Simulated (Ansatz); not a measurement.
Reactions of CH2ClI, SMILES `ClCI`.

Calculated with Ansatz (gas phase, PBE0-D4/def2-TZVP geometries, no zero-point term in ΔE). CCSD(T)/CBS is the MP2 limit (def2-TZVPP, def2-QZVPP) plus CCSD(T) − MP2 in def2-TZVPP, frozen cores. This one scheme is used for every species, atoms too. DFT in def2-TZVPP. Open shells (•) are unrestricted, without spin–orbit coupling. def2 core potentials past Kr. Bonds to I are less sure, by a few kJ/mol each and by 10 to 20 or more in all where they break to atoms, as the def2 sets lack core-valence functions. Each species was taken in one conformer, which may not be the lowest.

| reaction | B2PLYP (kcal/mol) | PBE-D4 (kcal/mol) | CCSD(T)/CBS(def2) (kcal/mol) |
| --- | --- | --- | --- |
| `ClCI` → `ClI` + `[CH2]` (triplet) | 99.7 | 102.8 | 101.8 |
| `ClCI` + `CC=N` → `CC(=N)CCl` + HI | -8.9 | -8.7 | -8.9 |
| `ClCI` + H• → `Cl[CH]I`• + H₂ | -7.3 | -7.0 | -5.8 |
| `ClCI` + `CCOC` → `CCOCCCl` + HI | -6.5 | -5.8 | -6.7 |

Largest T1 diagnostic: 0.015, for `Cl[CH]I`•.
